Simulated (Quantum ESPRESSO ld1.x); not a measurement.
Problem. Si, configuration [Ne] 3s2 3p2 (the NIST ground configuration). All-electron calculation, non-relativistic Kohn-Sham, LDA (Slater exchange, Perdew-Wang correlation), spin-polarised, spherical densities, point nucleus; open shells are filled with parallel spins first. Program: ld1.x of Quantum ESPRESSO 7.5. Some entries of the table are withheld. Estimate them.

| orbital | occ. | eigenvalue (eV) | <1/r> (bohr^-1) | <r^2> (bohr^2) |
|---|---|---|---|---|
| 1s up | 1 | -1773.57 | 13.53 | 0.01688 |
| 1s down | 1 | -1773.40 | 13.53 | 0.01688 |
| 2s up | 1 | -137.948 | (1) | 0.3924 |
| 2s down | 1 | -137.747 | (2) | 0.3916 |
| 2p up | 3 | -95.5188 | 2.454 | 0.3680 |
| 2p down | 3 | -95.2654 | 2.455 | 0.3667 |
| 3s up | 1 | -11.3327 | (3) | 5.427 |
| 3s down | 1 | -9.8504 | (4) | 5.564 |
| 3p up | 2 | -4.6241 | (5) | 9.013 |
| 3p down | 0 | -3.3008 | (6) | 10.26 |

Solution. 
(1) 2s up <1/r> (bohr^-1): 2.557
(2) 2s down <1/r> (bohr^-1): 2.558
(3) 3s up <1/r> (bohr^-1): 0.6320
(4) 3s down <1/r> (bohr^-1): 0.6293
(5) 3p up <1/r> (bohr^-1): 0.4931
(6) 3p down <1/r> (bohr^-1): 0.4726
